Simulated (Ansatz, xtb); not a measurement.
# C2H7BN2 (SMILES NB1CNC1): the vertical ionisation energy, rung by rung

C2H7BN2 has 12 atoms, charge 0, and is taken as a singlet. SMILES: `NB1CNC1`. Geometry: relaxed at PBE0-D4/def2-TZVP.

Quantity: the vertical ionisation energy (to the doublet cation), in eV. The values are calculated.

```csv
level,kind,program,value (eV),CPU time (all runs)
GFN1-xTB,semi-empirical,xtb,13.88,under 2 s
HF/cc-pVDZ,Hartree–Fock,Ansatz,7.08,8.9 s
SVWN5/cc-pVDZ,LDA,Ansatz,8.06,11 s
PBE/cc-pVDZ,GGA,Ansatz,7.94,17 s
MP2/cc-pVDZ,perturbation theory,Ansatz,8.27,13 s
CCSD/cc-pVDZ,coupled cluster or CI,Ansatz,8.05,1.9 min
```

The values span 7.08 to 13.88 eV. The xTB values lack the empirical shift that such differences need. Times are those of the runs behind each value, whatever else they computed, on shared processors of several kinds: orders of magnitude only.
